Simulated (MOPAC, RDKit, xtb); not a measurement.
Internal rotation in C₇H₆BF₃, SMILES Bc1ccc(C(F)(F)F)cc1. Scanned: dihedral H12–B1–C2–C3; all other coordinates were relaxed at GFN2-xTB. Points at φ and −φ are mirror images. Heavy atoms are numbered in the order of the SMILES Bc1ccc(C(F)(F)F)cc1, hydrogens after them in the order of the atoms that carry them; the mirror image has the same energies with the sign of each dihedral reversed.

Computed with: PM7, restricted, heats of formation // GFN2-xTB (MOPAC); GFN1-xTB // GFN2-xTB (xtb); UFF // GFN2-xTB (RDKit).

Energies in kJ/mol, each method relative to its own lowest point.

```
φ / °  PM7  GFN1-xTB   UFF
-----  ---  --------  ----
-150   1.4       2.4   8.4
-120   1.0       8.2  27.7
-90    0.0      11.8  39.3
-60    0.8       8.3  27.8
-30    1.4       2.5   8.5
0      1.4       0.0   0.0
30     1.4       2.5   8.5
60     0.8       8.3  27.8
90     0.0      11.8  39.3
120    1.0       8.2  27.7
150    1.4       2.4   8.4
180    1.4       0.0   0.0
```
